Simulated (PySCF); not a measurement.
CH7Si2, SMILES [SiH3]C[SiH2], multiplicity 2.

The structure is a stationary point at PBE0-D3(BJ)/def2-SVP. The isomer is the one that the SMILES or the coordinates give; other isomers of the formula were not compared.

Computed with PBE0/def2-TZVPD (PySCF).

Isolated molecule, no solvent.

Computed frontier levels, dipole moment and polarisability:
```json
{
  "α spin, highest occupied and lowest empty level": "-6.05 and -0.13 eV",
  "β spin, highest occupied and lowest empty level": "-8.81 and -2.25 eV",
  "dipole_moment": "0.93 D",
  "quadrupole, principal values (traceless, Buckingham form, about the centre of nuclear charge)": "-2.61, 1.00, 1.61 D·Å",
  "mean_static_polarisability": "74.1 bohr³ (10.98 Å³)",
  "polarisability_principal_values": "65.3, 68.4, 88.6 bohr³",
  "⟨S²⟩": "0.753 (pure state 0.75)"
}
```
